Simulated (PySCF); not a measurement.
**Electronic absorption of C7H2F4**

Compound: C7H2F4.
SMILES: `C#C/C=C(/F)C#CC(F)(F)F`

The calculation used TDDFT PBE0/def2-SVPD, vertical, gas phase, core orbitals frozen in the response (PySCF). Isolated species at its GFN2-xTB geometry, gas phase.

Question: List the vertical singlet excitations with oscillator strengths and describe the spectrum.

Answer: 

```
state  E (eV)  E (kJ/mol)  λ (nm)       f  symmetry  main configurations (H = HOMO, L = LUMO)
   S1    4.61         445   268.7   0.368        A′                                 H→L (94%)
   S2    4.72         455   262.8  0.0000         –                               H-1→L (96%)
   S3    4.97         479   249.6  0.0003         –                               H→L+1 (94%)
   S4    5.43         524   228.4  0.0000         –                               H-2→L (97%)
   S5    6.02         581   205.8   0.027        A′                H-3→L (78%), H-2→L+1 (17%)
   S6    6.23         601   199.0  0.0000         –                  H→L+2 (78%), H→L+3 (10%)
```

Triplets, Tamm–Dancoff:

```json
{"state": "T1", "E (eV)": "2.67", "λ (nm)": "464.6", "main configurations (H = HOMO, L = LUMO)": "H→L (95%)"}
{"state": "T2", "E (eV)": "4.45", "λ (nm)": "278.5", "main configurations (H = HOMO, L = LUMO)": "H-1→L (84%), H→L+1 (9%)"}
```

The lowest singlet lies at 4.61 eV (269 nm, ultraviolet) and is strong; its leading configuration is HOMO→LUMO (94%). The lowest level is also the most intense of those listed (f = 0.368). Löwdin shares by element: HOMO carbon 71% or more (atoms not listed hold the other 29%); LUMO carbon 65% or more (atoms not listed hold the other 35%). Weighted by f, the mean energy of these states is 4.71 eV. The oscillator strengths of these states sum to 0.395; summed over the whole spectrum of an exact calculation they would give the number of electrons, 80 (Thomas–Reiche–Kuhn). The listed states span 1.62 eV, and the widest gap between neighbours is 0.60 eV (S4 to S5). Symmetry labels in Cs follow from the direction of the transition dipole and are given only for states with f of 0.002 or more. Singlets were solved by full linear response, triplets in the Tamm–Dancoff approximation.

On one thread, Arm Neoverse N1 (aarch64), no GPU, on a shared host, this took 97 s (with the writing of density and orbital grids) and 1.0 GiB of memory at its peak.
